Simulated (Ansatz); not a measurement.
Ideal-gas functions of `N#[C][GeH]([F])[Cl]` at 600 K and 1 bar, from an Ansatz frequency run at PBE0-D4/def2-TZVP.

Molar mass 154.09 g/mol, point group C1 (symmetry number 1), electronic degeneracy 1, moments of inertia 139.315, 243.241, 335.943 u Å². Harmonic wavenumbers (cm⁻¹, unscaled): 103, 146, 195, 331, 340, 457, 506, 710, 719, 745, 2246, 2342.

Use S(trans) = R[1.5 ln M + 2.5 ln T − 1.1517]; rotational temperatures θ = 24.2544 K / I; S(rot) = R[ln(√π/σ · √(T³/θAθBθC)) + 1.5]; for each mode x = 1.438777 ν̃/T, S = R[x/(eˣ − 1) − ln(1 − e⁻ˣ)] and H = RT x/(eˣ − 1); 1 cm⁻¹ = 0.0119627 kJ/mol; R = 8.31446 J/(mol·K).

By hand: the entropy, in J/(mol·K).

Translation 186.2. Rotation: θ = 0.1741, 0.0997, 0.0722 K, giving 124.8. Vibration, mode by mode: 19.96, 17.08, 14.71, 10.45, 10.24, 7.96, 7.20, 4.83, 4.74, 4.51, 0.24, 0.20, in all 102.1. Electronic 0.0. Sum 413.1 J/(mol·K).

By hand: H − E and G − E in kJ/mol, counted from the electronic energy.

Zero-point energy ½ × 8840 × 0.0119627 = 52.9; thermal vibration 30.1; translation, rotation and pV give 4 RT = 20.0. H − E = 103.0 kJ/mol, and G − E = 103.0 − 600 × 413.1/1000 = -144.9 kJ/mol.

Vibration gives 25 % of the entropy, 37.0 J/(mol·K) of it from the modes under 150 cm⁻¹: soft modes count most, and the harmonic formula is weakest for them. The sum counts one conformer and one mirror image; others add a mixing term.
